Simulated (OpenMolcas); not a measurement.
# W3+: moving or changing the point charges

W3+ among 4 point charges of -2 e arranged as a square (D4h), 2.12 Å from the ion.

```
Program             : OpenMolcas 26.06
Method              : SS-CASPT2, IPEA 0.25 Eh, imaginary shift 0.1 Eh (closed shells correlated: 4f 5s 5p)
Basis               : ANO-RCC-VDZP [7s6p4d2f1g]
Scalar Hamiltonian  : DKH2, point nucleus
Active space        : 3 electrons in 5 orbitals (5d)
State averaging     : 2S+1 = 4 even, 10 roots; 2S+1 = 2 even, 40 roots
Spin-orbit coupling : state interaction with AMFI integrals over the reference wave functions
```

Runs around this geometry, states (labels of D4, the rotations of D4h). Energies in cm-1 above the lowest state or level, χT in cm3 K/mol.

```csv
R (Å),q (e),Ground state,First state of that spin,First gap with spin-orbit (degeneracies),χT at 300 K,First state of another spin
2.12,-1.6,4A2,4E 8040,"460 (2, 2)",1.199,2E 9010
2.12,-2,4A2,4E 11620,"370 (2, 2)",1.310,2E 5020
2.24,-2,4A2,4E 9250,"440 (2, 2)",1.245,2E 7630
```

Taking the first state of the same spin as R^-n, n = -ln(9250 / 11620) / ln(2.24 / 2.12) = 4.1 between the shortest and longest distance.

Scaling the charges by -1.6 / -2 = 0.80 scales the first state of the same spin by 8040 / 11620 = 0.69; with fixed orbitals a first-order splitting would follow the charge.

Free-ion shares, where given, are those of the reference states; single-state CASPT2 does not remix them. This is an electrostatic model: the charges have no orbitals. No measured value stands beside these numbers.
